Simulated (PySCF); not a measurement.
A PySCF script (with the pyscf-properties extension) for the NMR shieldings of `InChI=1S/C5H13FOSi2/c1-7-4-9-3-5(8)2-6/h2H,3-4,9H2,1,8H3/b5-2+`, on a GFN2-xTB geometry:

```python
import basis_set_exchange as bse
import numpy as np
from pyscf import gto, dft
from pyscf.prop import nmr

atoms = """
C     3.732129    0.763476   -0.111759
O     2.370183    0.530487    0.123775
C     2.078095   -0.819191    0.427175
Si    0.206374   -0.879685    0.791012
C    -0.706278   -0.079617   -0.680876
C    -2.182310   -0.043717   -0.453107
Si   -2.952514    1.523534    0.248880
C    -2.939540   -1.095889   -0.723881
F    -2.429627   -2.245767   -1.230198
H     4.333152    0.530111    0.776878
H     3.837768    1.819338   -0.354846
H     4.100026    0.155729   -0.948983
H     2.371805   -1.466874   -0.410868
H     2.662596   -1.147281    1.297505
H    -0.063042   -0.123977    2.020234
H    -0.191983   -2.281393    0.965712
H    -0.484846   -0.659523   -1.580115
H    -0.322018    0.928943   -0.834252
H    -2.283910    1.862290    1.506074
H    -4.382128    1.306191    0.472650
H    -2.757161    2.611040   -0.714401
H    -4.007182   -1.168841   -0.587459
"""
names = dict.fromkeys(["C", "O", "Si", "F", "H"], "pcSseg-1")
basis = {el: gto.basis.parse(bse.get_basis(n, elements=[el], fmt="nwchem")) for el, n in names.items()}
mol = gto.M(atom=atoms, basis=basis, charge=0, verbose=0)
mf = dft.RKS(mol, xc="PBE0")
mf.grids.level = 2
mf.grids.alignment = dft.numint.BLKSIZE   # the property module wants whole blocks of grid points
mf.conv_tol = 1e-9
mf.kernel()

calc = nmr.RKS(mf)   # GIAO
C = mf.mo_coeff
Co = C[:, mf.mo_occ > 0]
resp = mf.gen_response(singlet=True, hermi=2)
def vind(x):   # induced exchange potential for any number of trial vectors
    d = np.einsum("pi,xij,qj->xpq", C, 2 * x.reshape(-1, C.shape[1], Co.shape[1]), Co, optimize=True)
    return np.einsum("xpq,pi,qj->xij", resp(d - d.transpose(0, 2, 1)), C, Co, optimize=True).ravel()
mo1, _ = nmr.rhf.solve_mo1(calc, with_cphf=vind)
sigma = calc.kernel(mo1)
for i, s in enumerate(sigma):   # ppm
    print("%2d %-2s %9.2f" % (i, mol.atom_pure_symbol(i), np.trace(s) / 3))
```

Question: Give the expected output.

Answer: 
```
 0 C     121.34
 1 O     330.05
 2 C     122.33
 3 Si    394.81
 4 C     175.51
 5 C      72.66
 6 Si    423.28
 7 C      26.49
 8 F     260.92
 9 H      28.38
10 H      27.75
11 H      28.46
12 H      28.44
13 H      28.52
14 H      27.53
15 H      27.66
16 H      29.23
17 H      29.96
18 H      27.45
19 H      27.75
20 H      27.53
21 H      25.06
```

These numbers come from an equivalent density-fitted implementation of the same equations, which agrees with the script to about 0.01 ppm for H and up to a few tenths of a ppm for heavy atoms, so last digits may differ.

Question: Turn these shieldings into chemical shifts. Scale: TMS for 13C (186.93 ppm) and 29Si (349.16 ppm) and 1H (31.72 ppm); 17O (336.08 ppm) against H2O; 19F (170.95 ppm) vs CFCl3 (reference shieldings calculated alike).

Answer: Averaging equivalent atoms: C 7: 160.4; C 5: 114.3; C 0: 65.6; C 2: 64.6; C 4: 11.4; O 1: 6.0; Si 3: -45.7; Si 6: -74.1; F 8: -90.0; H 21: 6.66; H 18/19/20: 4.14; H 14/15: 4.12; H 9/10/11: 3.52; H 12/13: 3.24; H 16/17: 2.12 ppm. Unscaled 19F shifts against computed CFCl3 carry errors that often reach 10 to 50 ppm. Experimental scales use liquid or dissolved standards, which lie at an offset from isolated H2O (liquid H2O: subtract about 36 ppm).

Size and cost of the density-fitted run: 232 basis functions, 70 s wall time on 1 thread of an Arm Neoverse V1, shared host; peak memory 1.1 GiB.
